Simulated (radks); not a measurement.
Results of a calculation; reference values are marked as such.
How relativity changes the ionisation of neutral potassium ([Ar] 4s1) to K+ ([Ar]). Spin-unpolarised spherical Kohn-Sham, PBE, point nucleus unless stated (finite: rms radius 3.4349 fm), a radial shooting solver on a logarithmic mesh with Libxc functionals. A level marked "c x" has the speed of light scaled by that factor.

\begin{tabular}{lrrrrr}
level & E(K) (hartree) & E(K+) (hartree) & IE (eV) & HOMO & <r> HOMO (bohr) \\ \hline
non-rel. & -599.70485 & -599.54697 & 4.296 & 4s & 5.026 \\
scalar-rel. & -602.08677 & -601.92825 & 4.314 & 4s & 5.007 \\
scalar-rel., finite nucleus & -602.08590 & -601.92737 & 4.314 & 4s & 5.007 \\
Dirac & -602.08996 & -601.93144 & 4.314 & 4s1/2 & 5.007 \\
Dirac, finite nucleus & -602.08908 & -601.93056 & 4.314 & 4s1/2 & 5.007 \\
Dirac, c x 0.75 & -603.97666 & -603.81763 & 4.328 & 4s1/2 & 4.992 \\
Dirac, c x 2 & -600.29692 & -600.13888 & 4.301 & 4s1/2 & 5.021 \\
Dirac, c x 3 & -599.96765 & -599.80969 & 4.298 & 4s1/2 & 5.024 \\
\end{tabular}

NIST Atomic Spectra Database: 4.341 eV (measured). The relativistic part of the total energy of K is -2.384 hartree (Dirac, finite nucleus), 0.4 % of the non-relativistic value. Spin polarisation and multiplet splitting of open shells are left out at every level.

Beside tabulated values, note that spin-unpolarised runs miss the spin-polarisation part of the exchange energy of open shells.
